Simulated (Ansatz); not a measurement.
Born–Oppenheimer molecular dynamics of ClF$_{3}$H$_{4}$NTa (10 atoms, charge 0, multiplicity 1). It starts at the highest image of a converged band, a first-order saddle point between two minima.

Theory: Ansatz 0.2.0, RKS r2SCAN-D4/def2-SVP.

- ensemble: NVE (velocity Verlet)
- time step: 0.5 fs
- steps asked: 200
- starting velocities drawn for: 300 K
- seed: 5473

First frame:

```xyz
10
Properties=species:S:1:pos:R:3
Ta -0.527 -0.410 0.183
Cl 2.535 0.658 0.469
F -0.493 -0.221 2.056
F -0.022 -0.623 -1.618
N -0.712 1.532 -0.045
H -0.607 2.176 0.739
H -0.471 1.996 -0.920
F -2.156 -1.310 0.065
H 0.929 -1.470 0.491
H 1.955 -0.563 0.526
```

**Question.** How far do the bonds stretch over the last three quarters of this one trajectory? (Pairs bonded in most of those frames.)

**Answer.** 
```csv
bond,mean (Å),spread (Å),shortest,longest
Ta1–Cl2,3.316,0.037,3.26,3.39
Ta1–F3,1.884,0.015,1.86,1.91
Ta1–F4,1.884,0.010,1.87,1.90
Ta1–N5,1.969,0.014,1.95,2.00
Ta1–F8,1.864,0.028,1.83,1.91
Ta1–H9,1.810,0.042,1.74,1.88
Cl2–H10,1.307,0.030,1.26,1.36
N5–H6,1.020,0.016,0.99,1.05
N5–H7,1.022,0.021,0.99,1.06
```

Mean temperature of the second half: 130 K. The conserved energy stayed within 0.12 meV per atom of its start (net change 0.091 meV per atom), so the integration is sound. A run of 0.1 ps of so small a system gives no equilibrium averages. The orbitals stay closed-shell, which can raise the energy where a bond breaks towards radicals; this wasn't checked here.

Run time: 13 min on 4 threads of Arm Neoverse V2, on a shared host, peak memory 0.22 GiB.
